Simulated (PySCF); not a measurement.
CuF, SMILES [F][Cu], multiplicity 1. Heavy atoms are numbered as in [Cu:1][F:2].

The structure is a stationary point at PBE0-D3(BJ)/def2-TZVPD. The multiplicity is an assumed one; other spin states were not compared.

The numbers are results of PBE0/pcSseg-2 in PySCF, not measurements.

GIAO shieldings, no solvent; atoms alike by connectivity are averaged. δ = σ(ref) − σ: ¹⁹F against CFCl3 (σ = 165.8 ppm), references at their B3LYP-D3(BJ)/def2-TZVP geometries, non-relativistic.

```json
[
 {"nucleus": "¹⁹F", "atoms": "F2", "count": "1", "δ (ppm)": "-432.7"}
]
```
